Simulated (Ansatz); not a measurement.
Program: Ansatz. Geometries: PBE0-D4/def2-TZVP. ΔE: electronic, gas phase. CCSD(T)/CBS is the MP2 limit (def2-TZVPP, def2-QZVPP) plus CCSD(T) − MP2 in def2-TZVPP, frozen cores. DFT in def2-TZVPP. Elements past krypton have def2 core potentials. For Te outer-core shells are correlated without core-valence functions, which leaves a few kJ/mol of doubt a bond. Each species was taken in one conformer, which may not be the lowest.

Reaction (formal exchange of groups at a Te–C bond): `FC(S)[TeH]` + `CC[SiH3]` → `CC[SiH2][TeH]` + `FCS`

| species | PBE0 energy (Eh) |
| --- | --- |
| `FC(S)[TeH]` | -805.74562 |
| `CC[SiH3]` | -370.32627 |
| `CC[SiH2][TeH]` | -638.39265 |
| `FCS` | -537.72487 |

(1) Work out ΔE.

Largest T1 diagnostic among the species: 0.012.

Answers

(1) ΔE = (-638.39265) + (-537.72487) − (-805.74562) − (-370.32627) = -0.04563 Eh = -28.6 kcal/mol. CCSD(T)/CBS gives -27.3 kcal/mol.

In def2-TZVPP, CCSD(T) changes the Hartree–Fock value by +3.0 kcal/mol (the triples alone add +0.6 kcal/mol) and MP2 by +2.2 kcal/mol. From PBE to PBE0 (25 % exact exchange), in def2-TZVPP and without D4, ΔE moves by −1.9 kcal/mol.
